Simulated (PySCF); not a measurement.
C4H6GeS.
SMILES: `[GeH3][c]1cccs1`

Linear response at CAM-B3LYP/def2-SVPD (PySCF, frozen core in the response, non-relativistic). Geometry: PBE0-D3(BJ)/def2-SVP; no solvent, vibrations or thermal averaging. Relativistic effects, spin–orbit coupling among them, are left out although an element past zinc is present.

Static isotropic polarisability: 94.16 au (13.95 Å³), principal values 66.8, 97.6, 118.1 au.

(1) What is the polarisability at 1064 nm and at the sodium D line?

(2) What is the isotropic C6 coefficient between two such molecules, C6 = (3/π)∫α(iω)² dω?

(3) Which effective excitation energy ω̄ makes London's formula C6 = (3/4)α²ω̄ exact here?

(4) What does −C6/R⁶ come to at R = 10 Å between centres?

(5) How many electrons N does the Slater–Kirkwood formula C6 = (3/4)·√N·α^(3/2) need to give this C6?

(6) What molar refraction at the D line follows from R = (4π/3)·N_A·α′, with α′ the polarisability volume?

(7) What three-body coefficient follows from the one-pole estimate C9 = (3/4)·α·C6?

(8) The lowest 6 singlets have (eV, f): 5.59, 0.170; 5.77, 0.091; 6.35, 0.001; 6.44, 0.001; 6.58, 0.006; 6.94, 0.006. What share of the static polarisability do they carry in the sum over states α = Σ f/ω²?

Results:

(1) 95.28 au at 1064 nm (+1.2 %), 98.01 au at 589.3 nm (+4.1 %). The rise at 589.3 nm is 3.43 times that at 1064 nm; a pure ω² law gives 3.26. The lowest singlet lies at 222 nm, shorter than both wavelengths.

(2) 3095 au (Eh·bohr⁶) by a ten-point quadrature over imaginary frequencies, which is 1850 eV·Å⁶ or 178 J·nm⁶/mol.

(3) ω̄ = 4·C6/(3α²) = 0.465 Eh = 12.7 eV. A one-pole form α(ω) = α/(1 − ω²/ω̄²) fitted to the 1064 nm value gives 10.7 eV.

(4) -180 J/mol. This is the leading, orientation-averaged term; C8 and higher terms are left out.

(5) N = (4·C6/3)²/α³ = 20.4; the species has 78 electrons in all.

(6) α′ = 14.52 Å³ gives R = 36.64 cm³/mol, for isolated, non-vibrating species.

(7) 219000 au. This is an estimate from the two numbers above, not a computed integral.

(8) 6.29 au, 6.7 % of α; the largest term, 4.04 au, is that of the state at 5.59 eV. Their oscillator strengths add up to 0.28. Higher states carry the rest.
